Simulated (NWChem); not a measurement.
Molecule: TaOClF2; SMILES [O]=[Ta]([F])([F])[Cl]

def2 effective core potentials on Ta; no spin-orbit coupling.

Problem. Give the equilibrium geometry at PBE0/def2-SVP with def2 effective core potentials on Ta (NWChem) as an XYZ file, with the point group.

Solution. point group Cs; any orientation.
```
5

Ta    -0.0147    -0.1195     0.0000
O      1.6041    -0.6529     0.0000
F     -0.8039    -0.8039     1.5520
F     -0.8039    -0.8039    -1.5520
Cl     0.0279     2.1811     0.0000
```
